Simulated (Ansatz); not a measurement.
`C[CH2][Al]([NH2])[NH2]`. Charge 0, multiplicity 1.

Cartesian coordinates in Å:
```
C -0.462 1.935 -0.585
C 0.638 0.873 -0.611
Al 0.176 -0.821 0.257
N -1.423 -1.029 0.995
N 1.331 -2.166 0.322
H -1.370 1.588 -1.085
H -0.157 2.862 -1.081
H -0.744 2.198 0.439
H 0.929 0.662 -1.648
H 1.549 1.266 -0.141
H -1.762 -1.853 1.464
H -2.133 -0.315 1.000
H 1.171 -3.064 0.747
H 2.257 -2.134 -0.071
```

(1) What are the harmonic wavenumbers in cm⁻¹ at PBE0-D4/def2-TZVP (Ansatz, finite differences of forces, unscaled)? (Best estimate.)

(2) Is this a minimum?

(3) Give the ideal-gas thermochemistry at 298.15 K and 1 bar (rigid rotor, harmonic oscillator; point group Cs, symmetry number 1).

(4) And at 400, 500, 600, 800 and 1000 K?

## Answers

(1) Computed: 38, 107, 168, 191, 248, 257, 278, 339, 367, 373, 552, 607, 611, 671, 804, 866, 930, 965, 1035, 1225, 1255, 1405, 1443, 1493, 1501, 1565, 1574, 3025, 3031, 3059, 3092, 3103, 3615, 3615, 3703, 3704.

(2) Yes, all 36 modes are real.

(3) Zero-point energy 304.0 kJ/mol; H(298) − E = 330.1 kJ/mol; entropy 379.1 J/(mol·K), of which translation 164.7, rotation 112.9, vibration 101.5; G(298) − E = 217.0 kJ/mol. Modes under 100 cm⁻¹ are hindered rotations or soft bends, so the harmonic entropy is rough.

(4) 
```tsv
T (K)	H − E (kJ/mol)	S (J/mol/K)	G − E (kJ/mol)
400	345.4	423.1	176.1
500	362.6	461.5	131.9
600	381.7	496.2	84.0
800	424.2	557.1	-21.5
1000	471.2	609.5	-138.3
```
